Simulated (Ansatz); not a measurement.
A first, cheap relaxation of AlBH6N2 (`N[B](N)[AlH2]`).

```yaml
crystal:
  periodic: [false, false, false]
  atoms:
    - {symbol: N, position_ang: [-1.442900, -0.565700, -0.235000]}
    - {symbol: B, position_ang: [-0.005400, -0.287700, -0.042000]}
    - {symbol: N, position_ang: [0.935900, -1.453000, -0.103500]}
    - {symbol: Al, position_ang: [0.794400, 1.634100, 0.302100]}
    - {symbol: H, position_ang: [-1.787400, 0.064200, -1.071700]}
    - {symbol: H, position_ang: [-1.981800, -0.140900, 0.599400]}
    - {symbol: H, position_ang: [0.874700, -1.911600, -1.016100]}
    - {symbol: H, position_ang: [0.694400, -2.124500, 0.625800]}
    - {symbol: H, position_ang: [2.289400, 1.874200, 0.561900]}
    - {symbol: H, position_ang: [-0.288200, 2.859700, 0.381900]}
basis:
  gaussian: {orbitals: def2-SVP}
hamiltonian: {xc: pbe, dispersion: d4}
relax: {f_tol: 0.03, max_steps: 200}
```

```sh
$ ansatz run in.yaml --threads 2 --pin off --events-out ev --progress --plain --max-ram 4352MiB
```

Output, abridged:

```
Functional definition: PBE
mean field -10336.39316315 eV, -379.8554424868 hartree, gradient 1.2e-5 eV, S^2 0.000000; 1 other end points of the search recorded, 0 dependent functions left out
relax step   1: F+E_penalty+E_count = -10336.55752495 eV  Δ(F+E_penalty+E_count) = +0.000e0 eV  max|allowed force component| = 1.743e0 eV/Å  Δτ_max = 0.0000 Å  (46 SCF iters, accepted)
mean field -10336.64044626 eV, -379.8645299734 hartree, gradient 1.2e-5 eV, S^2 0.000000; 0 other end points of the search recorded, 0 dependent functions left out
relax step   2: F+E_penalty+E_count = -10336.80256127 eV  Δ(F+E_penalty+E_count) = -2.450e-1 eV  max|allowed force component| = 9.231e-1 eV/Å  Δτ_max = 0.1342 Å  (29 SCF iters, accepted)
mean field -10336.77741909 eV, -379.8695636322 hartree, gradient 7.7e-6 eV, S^2 0.000000; 0 other end points of the search recorded, 0 dependent functions left out
relax step   3: F+E_penalty+E_count = -10336.93916053 eV  Δ(F+E_penalty+E_count) = -1.366e-1 eV  max|allowed force component| = 1.146e0 eV/Å  Δτ_max = 0.1999 Å  (34 SCF iters, accepted)
mean field -10336.88626952 eV, -379.8735638119 hartree, gradient 1.1e-5 eV, S^2 0.000000; 0 other end points of the search recorded, 0 dependent functions left out
relax step   4: F+E_penalty+E_count = -10337.04820693 eV  Δ(F+E_penalty+E_count) = -1.090e-1 eV  max|allowed force component| = 2.257e0 eV/Å  Δτ_max = 0.1986 Å  (35 SCF iters, accepted)
mean field -10337.16489298 eV, -379.8838030350 hartree, gradient 1.8e-5 eV, S^2 0.000000; 0 other end points of the search recorded, 0 dependent functions left out
relax step   5: F+E_penalty+E_count = -10337.32708242 eV  Δ(F+E_penalty+E_count) = -2.789e-1 eV  max|allowed force component| = 1.924e0 eV/Å  Δτ_max = 0.1996 Å  (28 SCF iters, accepted)
mean field -10337.52033490 eV, -379.8968652846 hartree, gradient 1.0e-5 eV, S^2 0.000000; 0 other end points of the search recorded, 0 dependent functions left out
relax step   6: F+E_penalty+E_count = -10337.68283058 eV  Δ(F+E_penalty+E_count) = -3.557e-1 eV  max|allowed force component| = 1.669e0 eV/Å  Δτ_max = 0.1948 Å  (36 SCF iters, accepted)
mean field -10337.86065050 eV, -379.9093716523 hartree, gradient 8.6e-6 eV, S^2 0.000000; 0 other end points of the search recorded, 0 dependent functions left out
relax step   7: F+E_penalty+E_count = -10338.02329783 eV  Δ(F+E_penalty+E_count) = -3.405e-1 eV  max|allowed force component| = 1.645e0 eV/Å  Δτ_max = 0.1949 Å  (35 SCF iters, accepted)
mean field -10338.16045406 eV, -379.9203892298 hartree, gradient 1.6e-5 eV, S^2 0.000000; 0 other end points of the search recorded, 0 dependent functions left out
relax step   8: F+E_penalty+E_count = -10338.32327505 eV  Δ(F+E_penalty+E_count) = -3.000e-1 eV  max|allowed force component| = 1.613e0 eV/Å  Δτ_max = 0.1949 Å  (29 SCF iters, accepted)
mean field -10338.34538218 eV, -379.9271852128 hartree, gradient 7.9e-6 eV, S^2 0.000000; 0 other end points of the search recorded, 0 dependent functions left out
relax step   9: F+E_penalty+E_count = -10338.50866667 eV  Δ(F+E_penalty+E_count) = -1.854e-1 eV  max|allowed force component| = 1.368e0 eV/Å  Δτ_max = 0.2000 Å  (29 SCF iters, accepted)
mean field -10338.54346967 eV, -379.9344647938 hartree, gradient 1.8e-5 eV, S^2 0.000000; 0 other end points of the search recorded, 0 dependent functions left out
relax step  10: F+E_penalty+E_count = -10338.70688181 eV  Δ(F+E_penalty+E_count) = -1.982e-1 eV  max|allowed force component| = 1.334e0 eV/Å  Δτ_max = 0.1999 Å  (28 SCF iters, accepted)
mean field -10338.72129931 eV, -379.9409999125 hartree, gradient 1.3e-5 eV, S^2 0.000000; 0 other end points of the search recorded, 0 dependent functions left out
relax step  11: F+E_penalty+E_count = -10338.88474104 eV  Δ(F+E_penalty+E_count) = -1.779e-1 eV  max|allowed force component| = 3.430e-1 eV/Å  Δτ_max = 0.2000 Å  (28 SCF iters, accepted)
mean field -10338.76074598 eV, -379.9424495511 hartree, gradient 9.6e-6 eV, S^2 0.000000; 0 other end points of the search recorded, 0 dependent functions left out
relax step  12: F+E_penalty+E_count = -10338.92418232 eV  Δ(F+E_penalty+E_count) = -3.944e-2 eV  max|allowed force component| = 7.645e-2 eV/Å  Δτ_max = 0.1778 Å  (28 SCF iters, accepted)
mean field -10338.76177891 eV, -379.9424875106 hartree, gradient 2.1e-5 eV, S^2 0.000000; 0 other end points of the search recorded, 0 dependent functions left out
relax step  13: F+E_penalty+E_count = -10338.92526859 eV  Δ(F+E_penalty+E_count) = -1.086e-3 eV  max|allowed force component| = 1.860e-2 eV/Å  Δτ_max = 0.0277 Å  (29 SCF iters, accepted)
mean field -10338.76177891 eV, -379.9424875106 hartree, gradient 2.0e-5 eV, S^2 0.000000; 1 other end points of the search recorded, 0 dependent functions left out
Total energy: -10338.92531186 eV, -379.9484972357 hartree
Atom 0 at    -1.530884    -0.340818    -0.063589 Å, force    -0.017446    -0.000715    -0.002437 eV/Å
Atom 1 at    -0.108720    -0.261640    -0.048543 Å, force     0.001505     0.018604     0.002525 eV/Å
Atom 2 at     0.693245    -1.416167    -0.276047 Å, force     0.013516    -0.015839    -0.004119 eV/Å
Atom 3 at     0.818411     1.633913     0.321019 Å, force    -0.000083    -0.001784     0.002798 eV/Å
Atom 4 at    -2.057993    -1.201298    -0.234397 Å, force    -0.005815     0.000133     0.001989 eV/Å
Atom 5 at    -2.129965     0.466785     0.093048 Å, force     0.001526    -0.001912    -0.001771 eV/Å
Atom 6 at     1.710479    -1.392615    -0.269821 Å, force    -0.000761     0.004047     0.001052 eV/Å
Atom 7 at     0.317296    -2.349791    -0.461661 Å, force     0.004758    -0.001503     0.001256 eV/Å
Atom 8 at     2.421823     1.833040     0.384655 Å, force     0.000681    -0.002228    -0.002667 eV/Å
Atom 9 at    -0.050592     2.977389     0.558137 Å, force     0.002121     0.001196     0.001375 eV/Å
Dipole moment:    -0.269887    -0.553256    -0.109789 e Å
```

It took 18 s on 2 threads of an Arm Neoverse V2 on a shared host, with 0.12 GiB of host memory at the peak.
